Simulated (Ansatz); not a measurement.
Harmonic frequencies (cm⁻¹) at PBE0-D4/def2-TZVP from Ansatz: 30, 237, 256, 281, 304, 335, 448, 483, 542, 579, 613, 678, 752, 785, 929, 1002, 1052, 1058, 1180, 1206, 2596, 2602, 2726, 2726.

(1) Which molecule is it?
A. `Cl[B@H-]1[SH+][B@@H-](Cl)[SH+]1`
B. `F[B@H-]1[SH+][B@@H-](F)[SH+]1`
C. `[F][Al@H-]1[SH+][Al@@H-]([F])[SH+]1`
D. `[BH2-]1[OH+][BH2-][OH+]1`

Answers

(1) B.
